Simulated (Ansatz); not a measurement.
Relaxation of AlClFHO (5 atoms, charge 0, multiplicity 1), to a largest force component of 0.02 eV/Å in at most 40 steps.

Theory: Ansatz 0.2.0, RKS r2SCAN-D4/6-31G.

```xyz
5
Properties=species:S:1:pos:R:3:forces:R:3
Al 0.000 0.000 0.000 1.34 0.11 0.43
O 0.000 0.000 1.780 -1.59 -0.59 -0.95
H -0.909 -0.281 2.117 1.26 0.48 0.17
Cl 1.931 0.000 -1.115 -0.82 0.02 0.46
F -1.464 0.000 -0.845 -0.18 -0.02 -0.11
```

Where does it end, and by what steps?

It converged. Limits of this set-up: no polarisation functions. After 9 steps the energy has fallen by 0.323 eV; H3 moved furthest, 0.57 Å.

```json
{"step": "0", "energy less start (eV)": "0.0000", "largest force component (eV/Å)": "1.594", "accepted": "yes"}
{"step": "1", "energy less start (eV)": "-0.1134", "largest force component (eV/Å)": "1.450", "accepted": "yes"}
{"step": "2", "energy less start (eV)": "-0.2175", "largest force component (eV/Å)": "1.506", "accepted": "yes"}
{"step": "3", "energy less start (eV)": "-0.2446", "largest force component (eV/Å)": "1.892", "accepted": "yes"}
{"step": "4", "energy less start (eV)": "-0.2932", "largest force component (eV/Å)": "1.515", "accepted": "yes"}
{"step": "5", "energy less start (eV)": "-0.3172", "largest force component (eV/Å)": "0.471", "accepted": "yes"}
{"step": "6", "energy less start (eV)": "-0.3218", "largest force component (eV/Å)": "0.042", "accepted": "yes"}
{"step": "7", "energy less start (eV)": "-0.3223", "largest force component (eV/Å)": "0.029", "accepted": "yes"}
{"step": "8", "energy less start (eV)": "-0.3225", "largest force component (eV/Å)": "0.059", "accepted": "yes"}
{"step": "9", "energy less start (eV)": "-0.3225", "largest force component (eV/Å)": "0.015", "accepted": "yes"}
```

```xyz
5
Properties=species:S:1:pos:R:3
Al -0.097 -0.033 -0.062
O -0.309 -0.121 1.576
H -0.508 -0.172 2.503
Cl 1.879 0.044 -0.944
F -1.407 0.000 -1.136
```

Whether the end is a true minimum wasn't checked by a vibrational analysis.

Run time: 40 s on 1 thread of Arm Neoverse V1 (shared host), peak memory 0.16 GiB.
